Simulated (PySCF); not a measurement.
Ionisation energy of Mn²⁺ by level of theory

Mn²⁺ [Ar] 3d5 (6S) → Mn³⁺ [Ar] 3d4 (5D), as a difference of total energies. Calculation: PySCF 2.14, in def2-QZVPPD; no relativity, point nucleus. Correlated levels: valence: [Ar] frozen. The calculations carry no spin-orbit coupling.

```json
{"method": "UHF", "ionisation energy (eV)": "32.591", "plus first-order spin-orbit estimate": "32.512", "difference from reference of that sum (eV)": "-1.156"}
{"method": "MP2 (valence)", "ionisation energy (eV)": "33.446", "plus first-order spin-orbit estimate": "33.367", "difference from reference of that sum (eV)": "-0.301"}
{"method": "SCS-MP2 (valence)", "ionisation energy (eV)": "32.876", "plus first-order spin-orbit estimate": "32.797", "difference from reference of that sum (eV)": "-0.871"}
{"method": "CCSD (valence)", "ionisation energy (eV)": "33.468", "plus first-order spin-orbit estimate": "33.389", "difference from reference of that sum (eV)": "-0.279"}
{"method": "CCSD(T) (valence)", "ionisation energy (eV)": "33.484", "plus first-order spin-orbit estimate": "33.405", "difference from reference of that sum (eV)": "-0.263"}
```

Reference: 33.668 ± 0.012 eV (measured; NIST Atomic Spectra Database, ionization energies).

A first-order spin-orbit estimate (lowest level to lowest level, LS coupling) adds -0.079 eV.

These non-relativistic numbers lack the scalar-relativistic shift.

Errors of the correlated levels include the incompleteness of this basis and the frozen core.
